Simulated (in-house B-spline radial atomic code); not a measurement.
C³⁺. Computed with a B-spline radial atomic code. Model: all-electron spherical atom, spin shells full or empty, radial basis limit, no spin-orbit coupling, Breit or QED, empty-state partial waves extrapolated as (l+1/2)^-4, RPA, G0W0 and static COHSEX of the highest shell as one setting changes (uncorrelated shells keep exact exchange).

Empty levels are discrete states of a finite basis, so the steps are uneven.

Given: element C; charge 3; filled core He; hamiltonian non-relativistic; mean-field start Hartree-Fock; highest l of empty states 9; lowest nl shells left uncorrelated 0; highest mean-field shell 2s up; box radius 14.14 bohr.

Shell: 2s 1 0 (electrons up and down).

```csv
highest empty level kept (hartree),RPA correlation energy (hartree),G0W0 level (eV),G0W0 minus most complete (meV),COHSEX level (eV),linearised minus solved G0W0 (meV)
5.33,-0.030503,-65.222,169.7,-66.231,0.2
10.67,-0.04053,-65.273,118.5,-66.384,0.2
18.67,-0.052579,-65.304,87,-66.476,0.2
32,-0.069933,-65.326,65.2,-66.541,0.2
53.33,?,?,?,?,?
96,-0.096592,-65.368,23.3,-66.654,0.2
160,?,?,?,?,?
320,-0.10728,-65.386,5.5,-66.702,0.3
640,-0.10951,-65.39,1.7,-66.71,0.3
1333.3,-0.11019,-65.391,0.5,-66.713,0.3
3200,-0.11042,-65.391,0.1,-66.714,0.3
10667,-0.11046,-65.391,0,-66.714,0.3
```

Problem. What follows for highest empty level kept = 53.33?

Solution. RPA correlation energy -0.083826 hartree; G0W0 level -65.349 eV; G0W0 minus most complete 42.7 meV; COHSEX level -66.601 eV; linearised minus solved G0W0 0.2 meV.

Problem. What follows for highest empty level kept = 160?

Solution. RPA correlation energy -0.10352 hartree; G0W0 level -65.38 eV; G0W0 minus most complete 11.7 meV; COHSEX level -66.686 eV; linearised minus solved G0W0 0.3 meV.
